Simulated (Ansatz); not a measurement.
A nudged elastic band was laid between two geometries of C2H3 + FH3Si (10 atoms, charge 0, multiplicity 2).

Method: Ansatz, UKS BLYP-D4/6-31G*.

```yaml
movable_images: 4
climbing_image: no
spring: 5.0 eV/Å²
optimiser: quadratic models (default)
start_path: through a guess of the saddle point
force_threshold: 0.05 eV/Å
iteration_limit: 60
end_points: relaxed
```

Image 0:

```xyz
10
Properties=species:S:1:pos:R:3
H 1.092 -0.153 0.975
Si 1.740 -1.017 -0.054
F 0.752 -1.144 -1.349
C -1.365 1.138 0.878
C -1.723 0.832 -0.354
H 1.985 -2.384 0.501
H 3.036 -0.413 -0.494
H -1.747 1.745 1.700
H -1.127 0.166 -0.990
H -2.645 1.230 -0.813
```

Image 5:

```xyz
10
Properties=species:S:1:pos:R:3
H -1.202 -0.493 1.236
Si 1.594 -0.776 0.057
F 0.524 -1.830 -0.599
C -1.017 0.505 0.831
C -1.272 0.799 -0.461
H 2.837 -1.579 0.386
H 1.954 0.270 -0.967
H -0.687 1.266 1.544
H -1.611 0.034 -1.164
H -1.120 1.804 -0.864
```

Task: What changes between the two ends?

Result: Bonds broken: H1–Si2. Bonds formed: H1–C4. C2H3 + FH3Si becomes C2H4 + FH2Si.

Task: Give the energies along the band, and the barrier.

Result: The run converged. The highest image is number 2 of 0 to 5, 0.009 eV above the first end and 0.954 eV above the last; the last end lies 0.945 eV below the first. No image climbed, so the highest image needn't sit at the top of the path. A band with more images between the same ends climbed to 0.08 eV, so this one has probably stepped over the top.

```json
{"image": "0", "path coordinate (Å)": "0.00", "energy (eV)": "0.000", "H1–Si2 (Å)": "1.49", "H1–C4 (Å)": "2.78"}
{"image": "1", "path coordinate (Å)": "1.18", "energy (eV)": "0.008", "H1–Si2 (Å)": "1.49", "H1–C4 (Å)": "2.81"}
{"image": "2", "path coordinate (Å)": "2.36", "energy (eV)": "0.009", "H1–Si2 (Å)": "2.09", "H1–C4 (Å)": "1.37"}
{"image": "3", "path coordinate (Å)": "3.54", "energy (eV)": "-0.893", "H1–Si2 (Å)": "2.94", "H1–C4 (Å)": "1.09"}
{"image": "4", "path coordinate (Å)": "4.71", "energy (eV)": "-0.937", "H1–Si2 (Å)": "3.12", "H1–C4 (Å)": "1.09"}
{"image": "5", "path coordinate (Å)": "5.89", "energy (eV)": "-0.945", "H1–Si2 (Å)": "3.05", "H1–C4 (Å)": "1.09"}
```

Task: What is the geometry of the highest image?

Result: 
```xyz
10
Properties=species:S:1:pos:R:3:forces:R:3
H 0.223 0.171 1.009 -2.83 0.83 -0.49
Si 1.714 -0.951 0.073 -0.04 -0.01 -0.01
F 0.565 -1.378 -1.010 0.08 -0.09 -0.11
C -1.020 0.710 0.784 1.34 -0.12 0.06
C -1.538 0.844 -0.457 0.46 -0.14 0.20
H 2.301 -2.215 0.647 -0.01 -0.01 0.03
H 2.788 -0.186 -0.656 0.00 0.03 0.02
H -1.535 1.186 1.647 0.70 -0.14 -0.15
H -1.141 0.280 -1.304 0.32 0.12 -0.08
H -2.358 1.539 -0.734 -0.01 -0.47 0.53
```

Run time: 110 s on 2 threads of Intel(R) Xeon(R) Platinum 8488C (Sapphire Rapids), on a shared host, peak memory 0.19 GiB.
